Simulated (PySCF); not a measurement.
Vertical excitations of a molecule C3H5ClSi from TDA-PBE/def2-SVPD (PySCF), as energy in eV (oscillator strength): 5.64 (0.000), 5.99 (0.012), 6.08 (0.001), 6.16 (0.001), 6.29 (0.018), 6.41 (0.022), 6.63 (0.002), 7.20 (0.093), 7.37 (0.011), 7.48 (0.021). Lowest triplet (TDA): 4.81 eV. The structure is a stationary point at B3LYP-D3(BJ)/def2-SVP. The values are those of a single conformer.

### Question
Which molecule gave these data?
(A) Cl[Si@@H]1C=CC1
(B) C#C[Si@@H](C)Cl
(C) [SiH3]C=C=CCl
(D) ClC1=CC[SiH2]1

### Answer
B, C#C[Si@@H](C)Cl
